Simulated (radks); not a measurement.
Initial-state core-level shifts of neutral lutetium when its valence configuration changes from [Xe] 4f14 5d1 6s2. All-electron calculation, non-relativistic Kohn-Sham, LDA (Slater exchange, Perdew-Wang correlation), spin-unpolarised, spherical densities, point nucleus; relativity is left out, which matters for an element this heavy. Program: a radial shooting solver on a logarithmic mesh with Libxc functionals. Shifts are changes of the shell-averaged eigenvalues in eV (positive: less bound); the change of the density at the nucleus, which sets a Mossbauer isomer shift, is in e/bohr^3, on a base of 2.554e+05.

valence                    3s       3p       4s       4p  density at nucleus
4f14 6s2 6p1           -3.671   -3.672   -3.697   -3.700               +4.88
4f13 5d1 6s2 6p1      -14.082  -14.036  -13.126  -13.039              +19.17
4f12 5d1 6s2 6p2      -29.796  -29.701  -27.490  -27.299              +40.87
4f13 6s2 6p2          -18.322  -18.279  -17.375  -17.291              +25.31
4f13.5 5d1 6s1.5 6p1   -7.405   -7.383   -6.975   -6.934               +4.83
4f14 5d0.5 6s2 6p0.5   -1.765   -1.765   -1.777   -1.778               +2.28
4f13 5d2 6s2          -10.158  -10.112   -9.191   -9.102              +13.86
4f14 5d1 6s1 6p1       -1.210   -1.210   -1.213   -1.213               -7.75
4f14 5d1 6s1.5 6p0.5   -0.617   -0.617   -0.619   -0.619               -3.74
